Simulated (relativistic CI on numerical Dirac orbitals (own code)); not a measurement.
**Forbidden lines of Pt LXIX**

Calculated at this level of theory: Dirac-Coulomb-Breit CI, separate exchange-only KLI orbitals for each configuration, QED by a radiative potential, unscaled Slater integrals (own radial code, finite nucleus).

Configuration list (outside the closed core 1s2): 2s2 2p6, 2s2 2p5 3s, 2s2 2p5 3p, 2s2 2p5 3d, 2s 2p6 3s, 2s 2p6 3p, 2s 2p6 3d, 2s2 2p5 4s, 2s2 2p5 4p, 2s2 2p5 4d, 2s2 2p5 4f, 2s2 2p4 3s2, 2s2 2p4 3s 3p, 2s 2p6 4s, 2s2 2p4 3s 3d, 2s 2p6 4p. Levels of other configurations are missing.

```csv
λ vac (Å),Lower,Upper,Type,A (s⁻¹),gf,Branching (%)
0.9206,2s2 2p6 1S_0 [1],2s2 2p5 4f 1D_2 [59],E2,1.06e+13,6.73e-03,3.2
0.9915,2s2 2p6 1S_0 [1],2s 2p6 3d 1D_2 [37],E2,1.72e+13,1.26e-02,32.6
1.0012,2s2 2p6 1S_0 [1],2s 2p6 3d 3D_2 [35],E2,7.60e+12,5.71e-03,16.2
1.0363,2s2 2p6 1S_0 [1],2s2 2p5 3d 3P°_2 [30],M2,5.70e+10,4.59e-05,12.3
1.0621,2s2 2p6 1S_0 [1],2s2 2p5 3p 3D_2 [24],E2,1.57e+12,1.33e-03,36.1
1.1092,2s2 2p6 1S_0 [1],2s2 2p5 3p 3D_1 [20],M1,2.40e+09,1.33e-06,2.4
1.2162,2s2 2p6 1S_0 [1],2s2 2p5 3d 1D°_2 [15],M2,1.90e+11,2.11e-04,47.0
1.2508,2s2 2p6 1S_0 [1],2s2 2p5 3p 3P_2 [8],E2,1.28e+12,1.50e-03,30.9
1.3172,2s2 2p6 1S_0 [1],2s2 2p5 3p 3D_2 [5],E2,1.29e+12,1.68e-03,97.2
1.3174,2s2 2p6 1S_0 [1],2s2 2p5 3p 3P_1 [4],M1,5.48e+10,4.28e-05,59.2
1.3405,2s2 2p6 1S_0 [1],2s2 2p5 3s 3P°_2 [2],M2,6.98e+09,9.40e-06,100.0
6.8139,2s2 2p5 3p 3P_1 [4],2s2 2p5 3p 3P_0 [21],M1,5.00e+10,3.48e-04,10.9
6.9581,2s2 2p5 3d 3F°_4 [14],2s2 2p5 3d 3F°_3 [31],M1,3.20e+10,1.62e-03,11.8
7.0029,2s2 2p5 3d 1D°_2 [15],2s2 2p5 3d 3P°_2 [30],M1,1.91e+10,7.02e-04,4.1
7.0200,2s2 2p5 3p 3P_1 [4],2s2 2p5 3p 3D_1 [20],M1,8.10e+09,1.79e-04,8.0
7.0259,2s2 2p5 3p 3D_2 [5],2s2 2p5 3p 3D_1 [20],M1,4.07e+10,9.04e-04,40.2
7.0314,2s2 2p5 3d 3D°_3 [16],2s2 2p5 3d 3F°_3 [31],M1,1.36e+10,7.06e-04,5.0
7.0361,2s2 2p5 3s 1P°_1 [3],2s2 2p5 3s 3P°_0 [18],M1,4.90e+10,3.64e-04,73.1
7.0456,2s2 2p5 3d 3D°_3 [16],2s2 2p5 3d 3P°_2 [30],M1,1.52e+10,5.65e-04,3.3
7.1714,2s2 2p5 3d 1P°_1 [17],2s2 2p5 3d 3P°_2 [30],M1,1.41e+10,5.43e-04,3.0
```

Terms are leading LS components. Brackets give the number of a level in order of energy, since labels repeat. The list gives strong lines, with weight on those to low levels, among the lowest 81 of 184 levels, so that lines to higher ones, which can be the strongest, are missing. Levels whose partners in the same complex of configurations lie outside the list can be far off, and so can their lines. Rates are taken at the computed energies, electric ones in the length gauge.

At this charge energies of transitions that change n are usually good to better than 1 %, and those within a shell (Δn = 0) to a few per cent.

LS names give the leading component of a level, which can be under half, so a name can repeat, a term be missing and a line seem to break the LS rules.
